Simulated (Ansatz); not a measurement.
Start from `F[SiH]1[CH2][GeH2]1` and change one atom or group to get `S[SiH]1[CH2][GeH2]1`.

Ansatz, PBE0-D4/def2-TZVP geometries, multiplicity 1. Each molecule was computed in one conformer, which needn't be the lowest.

Scalar relativity is left out up to krypton.

```csv
property,`F[SiH]1[CH2][GeH2]1`
LUMO energy (PBE/def2-TZVPP) / eV,-1.29
HOMO energy (ωB97M-V/def2-TZVPP) / eV,-8.80
LUMO energy (B3LYP/def2-TZVPP) / eV,-0.60
size of the dipole moment (B3LYP/def2-TZVPP) / D,1.24
HOMO–LUMO gap (B3LYP/def2-TZVPP) / eV,6.00
LUMO energy (PBE0/def2-TZVPP) / eV,-0.42
```

(1) Give the same properties after the change, and the shifts. (Best estimate.)

Results:

(1) Computed: 
```tsv
property	`S[SiH]1[CH2][GeH2]1`	shift
LUMO energy (PBE/def2-TZVPP) / eV	-1.38	-0.09
HOMO energy (ωB97M-V/def2-TZVPP) / eV	-8.45	0.35
LUMO energy (B3LYP/def2-TZVPP) / eV	-0.76	-0.16
size of the dipole moment (B3LYP/def2-TZVPP) / D	0.67	-0.57
HOMO–LUMO gap (B3LYP/def2-TZVPP) / eV	5.53	-0.47
LUMO energy (PBE0/def2-TZVPP) / eV	-0.55	-0.13
```

With PBE0 the HOMO rises by 0.31 eV and the LUMO falls by 0.13 eV, so the gap narrows by about 0.44 eV. PBE moves the HOMO by 0.28 eV and ωB97M-V by 0.35 eV. Dipoles are sizes alone; their direction can turn.

B3LYP here is the variant with VWN-RPA as its local correlation; programs differ in this.
